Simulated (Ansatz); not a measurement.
A nudged elastic band was laid between two geometries of H2OSZn (5 atoms, charge 0, multiplicity 1).

These are results of RKS PBE/def2-TZVP in Ansatz, not measurements.

```
movable images  : 5
climbing image  : yes
spring          : 20.0 eV/Å²
optimiser       : quadratic models (default)
start path      : IDPP
force threshold : 0.03 eV/Å
iteration limit : 60
end points      : relaxed
```

Image 0:

```xyz
5
Properties=species:S:1:pos:R:3
O -1.330 -1.344 -0.193
Zn -0.243 0.076 -0.125
S 1.032 1.812 -0.204
H -1.569 -1.677 0.688
H 2.159 1.059 -0.207
```

Image 6:

```xyz
5
Properties=species:S:1:pos:R:3
O -1.163 -0.858 1.220
Zn -0.219 0.148 0.081
S 0.915 1.483 -1.175
H -1.550 -1.643 0.799
H 2.066 0.798 -0.967
```

(1) Which bonds break or form, and what moves?

(2) Give the energies along the band, and the barrier.

(3) What is the geometry of the highest image?

## Answers

(1) No bond is made or broken.  The two ends are copies of one structure, up to a mirror image or an exchange of like atoms.

(2) It converged. The highest image is number 3 of 0 to 6, 2.6 kJ/mol above the ends, which have the same energy within 2 meV. Another band between the same ends (5 images) ends at a top of the same energy, where a vibrational analysis finds 1 clearly imaginary mode.

```
image  path coordinate (Å)  energy (kJ/mol)
    0                 0.00              0.0
    1                 0.26              0.6
    2                 0.51              1.9
    3                 0.77              2.6
    4                 1.02              1.9
    5                 1.28              0.6
    6                 1.53              0.0
```

(3) 
```xyz
5
Properties=species:S:1:pos:R:3
O -1.598 -0.901 0.583
Zn -0.310 0.158 -0.070
S 1.072 1.581 -0.920
H -1.258 -1.721 0.979
H 2.143 0.810 -0.612
```

Time of the run: 55 s on 2 threads of Arm Neoverse V1, with other jobs on the host, peak memory 0.16 GiB.
